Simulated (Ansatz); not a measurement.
Geometry optimisation, UKS BHLYP-D4/def2-SVP in Ansatz 0.2.0.

Input file:

```yaml
crystal:
  periodic: [false, false, false]
  atoms:
    - { symbol: Ga, position_ang: [-1.621794, -0.718205, -0.962175] }
    - { symbol: F, position_ang: [-0.563031, -1.334395, -2.267904] }
    - { symbol: "N", position_ang: [-0.086091, 0.042981, -0.016858] }
    - { symbol: C, position_ang: [-0.208847, 0.446836, 1.362214] }
    - { symbol: C, position_ang: [1.377878, 0.131107, -0.531108] }
    - { symbol: H, position_ang: [1.302412, -0.48905, -1.428108] }
    - { symbol: H, position_ang: [-3.177128, -0.660922, -0.879546] }
    - { symbol: H, position_ang: [0.219268, 1.443404, 1.556024] }
    - { symbol: H, position_ang: [-1.256152, 0.478573, 1.687149] }
    - { symbol: H, position_ang: [0.310394, -0.250461, 2.046838] }
    - { symbol: H, position_ang: [2.077443, -0.266823, 0.219889] }
    - { symbol: H, position_ang: [1.625947, 1.176954, -0.786416] }
magnetization:
  spin_polarized: true
basis:
  gaussian: { orbitals: def2-SVP }
hamiltonian:
  xc: { name: BHLYP }
  dispersion: d4
relax:
  f_tol: 0.03
  max_steps: 50
```

Launched with:

```bash
$ ansatz run input.yaml --threads 4 --pin off --max-ram 5120MiB --backend cpu --events-out ev --progress --plain --runs-dir out
```

Task: Where does it end, and by what steps?

Result: The forces met the threshold. After 6 steps the energy has fallen by 0.910 eV; F2 moved furthest, 0.41 Å.

```json
{"step": "0", "energy less start (eV)": "0.0000", "largest force component (eV/Å)": "3.595", "accepted": "yes"}
{"step": "1", "energy less start (eV)": "-0.7215", "largest force component (eV/Å)": "1.568", "accepted": "yes"}
{"step": "2", "energy less start (eV)": "-0.8312", "largest force component (eV/Å)": "1.339", "accepted": "yes"}
{"step": "3", "energy less start (eV)": "-0.8928", "largest force component (eV/Å)": "0.640", "accepted": "yes"}
{"step": "4", "energy less start (eV)": "-0.8871", "largest force component (eV/Å)": "0.810", "accepted": "no"}
{"step": "5", "energy less start (eV)": "-0.9070", "largest force component (eV/Å)": "0.077", "accepted": "yes"}
{"step": "6", "energy less start (eV)": "-0.9100", "largest force component (eV/Å)": "0.024", "accepted": "yes"}
```

```xyz
12
Properties=species:S:1:pos:R:3
Ga -1.404 -0.677 -0.996
F -0.840 -1.230 -2.558
N -0.061 -0.011 0.006
C -0.240 0.508 1.335
C 1.297 0.048 -0.473
H 1.369 -0.379 -1.474
H -2.896 -0.795 -0.631
H 0.063 1.563 1.406
H -1.287 0.446 1.645
H 0.355 -0.048 2.075
H 1.981 -0.509 0.183
H 1.664 1.084 -0.519
```

Whether the end is a true minimum wasn't checked by a vibrational analysis.

Time of the run: 50 s on 4 threads of Arm Neoverse N1, with other jobs on the host, peak memory 0.45 GiB.
